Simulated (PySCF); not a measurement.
A structure optimised at PBE-D3(BJ)/def2-SVP, used in a PySCF frequency run:

```
Ge
Cl 1 2.1738
Cl 1 2.1738 2 107.55
Cl 1 2.1738 2 107.55 3 115.57
Si 1 2.3923 2 111.33 3 -122.21
H 5 1.4998 1 107.55 2 -60.00
H 5 1.4998 6 111.32 1 -117.58
H 5 1.4998 6 111.32 7 -124.85
```

**Question.** Write its SMILES, formula and point group.

**Answer.** [SiH3][Ge]([Cl])([Cl])[Cl], Cl3GeH3Si, C3v

**Question.** What are its rotational constants (standard atomic weights)?

**Answer.** 1.1428, 1.0696, 1.0696 GHz
